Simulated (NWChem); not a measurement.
System: ZrF6 (charge -2); SMILES [F][Zr-2]([F])([F])([F])([F])[F]

NWChem printed, in part:

```
             Northwest Computational Chemistry Package (NWChem) 7.3.0
             --------------------------------------------------------

 CI  symmetry detected

                             Geometry "geometry" -> ""
                             -------------------------

 Output coordinates in angstroms (scale by  1.889725989 to convert to a.u.)

  No.       Tag          Charge          X              Y              Z
 ---- ---------------- ---------- -------------- -------------- --------------
    1 Zr                  40.0000     0.00000000     0.00000000     0.00000000
    2 F                    9.0000    -1.42458285    -0.35977852     1.42840455
    3 F                    9.0000     1.42458285     0.35977852    -1.42840455
    4 F                    9.0000    -1.25603813    -0.74143773    -1.43939986
    5 F                    9.0000    -0.76952580     1.87623128    -0.29490825
    6 F                    9.0000     0.76952580    -1.87623128     0.29490825
    7 F                    9.0000     1.25603813     0.74143773     1.43939986

 Effective nuclear repulsion energy (a.u.)     766.6478459938

      Symmetry information
      --------------------

 Group name             Ci
 Group number              3
 Group order               2
 No. of unique centers     4

                                 NWChem DFT Module
                                 -----------------

 Summary of "ao basis" -> "ao basis" (spherical)
 ------------------------------------------------------------------------------
       Tag                 Description            Shells   Functions and Types
 ---------------- ------------------------------  ------  ---------------------
 Zr                        def2-svpd                12       34   5s4p2d1f
 F                         def2-svpd                 9       23   4s3p2d

      Symmetry analysis of basis
      --------------------------

        ag         84
        au         88

            General Information
            -------------------
          SCF calculation type: DFT
          Wavefunction type:  closed shell.
          No. of atoms     :     7
          No. of electrons :    68
           Alpha electrons :    34
            Beta electrons :    34
          Charge           :    -2
          Spin multiplicity:     1
          Use of symmetry is: on ; symmetry adaption is: on
          Maximum number of iterations: 150
          AO basis - number of functions:   172
                     number of shells:    66
          Convergence on energy requested:  1.00D-06
          Convergence on density requested:  1.00D-05
          Convergence on gradient requested:  5.00D-04

              XC Information
              --------------
                         B3LYP Method XC Potential
                     Hartree-Fock (Exact) Exchange  0.200
                        Slater Exchange Functional  0.800 local
                    Becke 1988 Exchange Functional  0.720 non-local
              Lee-Yang-Parr Correlation Functional  0.810
                  VWN I RPA Correlation Functional  0.190 local

             Grid Information
             ----------------
          Grid used for XC integration:  medium
          Radial quadrature: Mura-Knowles
          Angular quadrature: Lebedev.
          Tag              B.-S. Rad. Rad. Pts. Rad. Cut. Ang. Pts.
          ---              ---------- --------- --------- ---------
          Zr                  1.55      123          10.0       590
          F                   0.50       49          12.0       434
          Grid pruning is: on
          Number of quadrature shells:   270
          Spatial weights used:  Erf1

      Superposition of Atomic Density Guess
      -------------------------------------

 Sum of atomic energies:        -649.28271284

 Renormalizing density from      66.00 to     68

      Non-variational initial energy
      ------------------------------

 Total energy =    -652.112799
 1-e energy   =   -1711.248457
 2-e energy   =     682.937995
 HOMO         =      -0.095847
 LUMO         =       0.303320

      Symmetry analysis of molecular orbitals - initial
      -------------------------------------------------

  Numbering of irreducible representations:

     1 ag          2 au

  Orbital symmetries:

     1 ag          2 au          3 au          4 au          5 ag
     6 ag          7 ag          8 au          9 au         10 au
    11 ag         12 ag         13 ag         14 au         15 au
    16 au         17 ag         18 ag         19 ag         20 ag
    21 ag         22 ag         23 au         24 au         25 au
    26 au         27 au         28 au         29 ag         30 ag
    31 ag         32 au         33 au         34 au         35 ag
    36 au         37 au         38 au         39 ag         40 ag
    41 au         42 au         43 au         44 ag

------------------------------------------------------------
EAF file 0: "./job.aoints.0" size=319291392 bytes
------------------------------------------------------------
               write      read    awrite     aread      wait
               -----      ----    ------     -----      ----
     calls:      609         0         0         0         0
   data(b): 3.19e+08  0.00e+00  0.00e+00  0.00e+00
   time(s): 0.00e+00  0.00e+00  0.00e+00  0.00e+00  0.00e+00
rate(mb/s): 0.00e+00  0.00e+00
------------------------------------------------------------

     ---------------------------------------------
      Total Density - Mulliken Population Analysis
     ---------------------------------------------

    Atom       Charge   Shell Charges
 -----------   ------   -------------------------------------------------------
    1 Zr  12     8.23  -0.46  1.54  0.93 -0.14  0.06  5.77  0.23 -0.02 -0.11  0.49 -0.14  0.08
    2 F    9     9.96   1.99  1.10  0.86  0.02  3.32  2.37  0.29  0.00  0.01
    3 F    9     9.96   1.99  1.10  0.86  0.02  3.32  2.37  0.29  0.00  0.01
    4 F    9     9.96   1.99  1.10  0.86  0.02  3.32  2.37  0.29  0.00  0.01
    5 F    9     9.96   1.99  1.10  0.86  0.02  3.32  2.37  0.29  0.00  0.01
    6 F    9     9.96   1.99  1.10  0.86  0.02  3.32  2.37  0.29  0.00  0.01
    7 F    9     9.96   1.99  1.10  0.86  0.02  3.32  2.37  0.29  0.00  0.01

   convergence    iter        energy       DeltaE   RMS-Dens  Diis-err
 ---------------- ----- ----------------- --------- --------- ---------
 d= 0,ls=0.0,diis     1   -645.9463812936 -1.02D+03  1.65D-02  1.62D+00
 d= 0,ls=0.0,diis     2   -645.6691751342  2.77D-01  8.45D-03  4.77D+00
 d= 0,ls=0.0,diis     3   -646.1666243268 -4.97D-01  1.48D-03  2.51D-01
 d= 0,ls=0.0,diis     4   -646.1835972165 -1.70D-02  4.58D-04  3.16D-02
 d= 0,ls=0.0,diis     5   -646.1861407389 -2.54D-03  2.39D-05  2.50D-05
  Resetting Diis
 d= 0,ls=0.0,diis     6   -646.1861441605 -3.42D-06  2.97D-06  1.34D-07
 d= 0,ls=0.0,diis     7   -646.1861441779 -1.74D-08  2.32D-07  1.27D-09

         Total DFT energy =     -646.186144177899
      One electron energy =    -1692.921497209192
           Coulomb energy =      739.724535093113
    Exchange-Corr. energy =      -69.186845815059
 Nuclear repulsion energy =      376.197663753239

 Numeric. integr. density =       68.000004569239

                  Occupations of the irreducible representations
                  ----------------------------------------------

                     irrep           alpha         beta
                     --------     --------     --------
                     ag               16.0         16.0
                     au               18.0         18.0

                       DFT Final Molecular Orbital Analysis
                       ------------------------------------

 Vector   32  Occ=2.000000D+00  E=-2.083711D-02  Symmetry=ag
              MO Center= -2.6D-14, -7.4D-15,  2.0D-14, r^2= 4.7D+00
   Bfn.  Coefficient  Atom+Function         Bfn.  Coefficient  Atom+Function
  ----- ------------  ---------------      ----- ------------  ---------------
    41      0.236845  2 F  pz                64     -0.236845  3 F  pz
    87      0.235346  4 F  pz               156     -0.235346  7 F  pz
    85     -0.234062  4 F  px               154      0.234062  7 F  px
    39      0.206446  2 F  px                62     -0.206446  3 F  px
    44     -0.157893  2 F  pz                67      0.157893  3 F  pz

 Vector   33  Occ=2.000000D+00  E=-2.083257D-02  Symmetry=ag
              MO Center= -2.0D-14, -2.3D-15,  3.8D-14, r^2= 4.7D+00
   Bfn.  Coefficient  Atom+Function         Bfn.  Coefficient  Atom+Function
  ----- ------------  ---------------      ----- ------------  ---------------
   108      0.292019  5 F  px               131     -0.292019  6 F  px
    40      0.289257  2 F  py                63     -0.289257  3 F  py
   111     -0.194675  5 F  px               134      0.194675  6 F  px
    43     -0.192834  2 F  py                66      0.192834  3 F  py
   110     -0.137583  5 F  pz               133      0.137583  6 F  pz

 Vector   34  Occ=2.000000D+00  E=-2.083246D-02  Symmetry=ag
              MO Center=  6.9D-15,  3.8D-14,  1.1D-15, r^2= 4.7D+00
   Bfn.  Coefficient  Atom+Function         Bfn.  Coefficient  Atom+Function
  ----- ------------  ---------------      ----- ------------  ---------------
   110      0.304217  5 F  pz               133     -0.304217  6 F  pz
    86      0.289135  4 F  py               155     -0.289135  7 F  py
   113     -0.202807  5 F  pz               136      0.202807  6 F  pz
    89     -0.192752  4 F  py               158      0.192752  7 F  py
    85     -0.119728  4 F  px               154      0.119728  7 F  px

[...]
```

Level: B3LYP/def2-SVPD with def2 effective core potentials on Zr. Coordinates come from a B3LYP/def2-SVPD optimisation. No frequency run checked for a minimum. def2 effective core potentials on Zr; no spin-orbit coupling.

Q: Write an input that gives this output.

A: This is not unique; one that fits is the input that was run:
```
start job
memory heap 200 mb stack 900 mb global 1100 mb
charge -2
geometry units angstroms noautoz
  Zr     0.000000     0.000000     0.000000
  F      0.360446     1.223481     1.603867
  F     -0.360446    -1.223481    -1.603867
  F     -1.101346    -1.245651     1.197758
  F     -1.690087     1.072714    -0.438492
  F      1.690087    -1.072714     0.438492
  F      1.101346     1.245651    -1.197758
end
basis spherical
  Zr library def2-svpd
  F library def2-svpd
end
ecp
  Zr library def2-ecp
end
dft
  xc b3lyp
  iterations 150
  semidirect filesize 400000000
  mulliken
end
task dft energy
```
